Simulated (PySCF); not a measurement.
C2H9NSi, SMILES CC[SiH2]N (GFN2-xTB optimised geometry):

```
13

C      2.055    -0.723     0.000
C      0.531    -0.723     0.000
Si    -0.218     1.035     0.000
N     -1.943     1.107    -0.017
H      2.437    -0.210     0.880
H      2.449    -1.739     0.000
H      2.437    -0.210    -0.880
H      0.180    -1.279    -0.873
H      0.180    -1.279     0.873
H      0.201     1.739    -1.214
H      0.176     1.729     1.228
H     -2.432     0.808    -0.845
H     -2.449     0.806     0.799
```

Calculation: PBE0/def2-TZVP (PySCF).

Question: What are the frontier orbital energies and the dipole moment?

Answer: HOMO-2 -9.18 eV, HOMO-1 -8.80 eV, HOMO -7.06 eV, LUMO 0.61 eV, LUMO+1 1.16 eV; dipole moment 1.54 D.

On the same geometry PySCF with PBE/def2-TZVP gives HOMO-2 -7.80 eV, HOMO-1 -7.39 eV, HOMO -5.68 eV, LUMO -0.22 eV, LUMO+1 0.38 eV; dipole moment 1.54 D.

Meta-Löwdin charges at PBE0/def2-TZVP: C1 -0.34, C2 -0.46, Si3 0.75, N4 -0.74, H5 0.11, H6 0.11, H7 0.11, H8 0.11, H9 0.11, H10 -0.12, H11 -0.12, H12 0.23, H13 0.23.
